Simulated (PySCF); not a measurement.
Constitutional and geometric isomers with formula C2H5N. Isolated molecules, 0 K electronic values unless said otherwise. One relaxed conformer stands for each flexible species; it need not be the lowest. Strings in code marks are SMILES.

The S1 excitation (TDA) from two functionals at the same geometries (PBE0-D3(BJ)/def2-TZVP), both in PySCF: PBE-D3(BJ)/def2-TZVP and PBE0-D3(BJ)/def2-TZVP. Excitations are Tamm–Dancoff values on a coarser integration grid. The basis has no diffuse functions, so Rydberg states are missing or too high.

```
species      PBE-D3(BJ)/def2-TZVP (eV)  PBE0-D3(BJ)/def2-TZVP (eV)
-----------  -------------------------  --------------------------
`C=NC`                            4.88                        5.07
`[H]/N=C/C`                       5.35                        5.55
`C=CN`                            5.27                        5.80
```

Over these rows, drawn at random from the members with no instability flagged (it was tested for open shells, ions and some series alone), PBE minus PBE0-D3(BJ): mean -0.31 eV, from -0.54 eV to -0.19 eV.
